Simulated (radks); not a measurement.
The helium ion He0.6+, 1.4 electrons, occupied as 1s1.4 (fractional occupations, a model configuration).

Method: scalar-relativistic Kohn-Sham, SCAN, spin-unpolarised, spherical densities, finite nucleus; meta-GGA in the generalised Kohn-Sham scheme; Gaussian nuclear charge, rms radius 1.6755 fm; computed with a radial shooting solver on a logarithmic mesh with Libxc functionals.

Energy parts (eV):
part                    energy
total                  -65.267
kinetic                 64.671
electron-nucleus      -140.271
Hartree                 30.203
exchange-correlation   -19.869

Orbitals (lengths in bohr, moments of r in powers of bohr):
| orbital | occ. | eigenvalue (eV) | <r^2> | <r> | <r^4> |
|---|---|---|---|---|---|
| 1s | 1.4 | -29.7599 | 0.9474 | 0.8347 | 2.392 |

The highest occupied level is 1s at -29.760 eV. The density falls to 0.001 e/bohr^3 at r = 2.22 bohr. Summed over all electrons, <r^2> = 1.326 bohr^2, which gives a Langevin (diamagnetic) susceptibility term of -1.05 x 10^-6 cm^3/mol. The electron density at the nucleus is 3.038 e/bohr^3 (large components only).
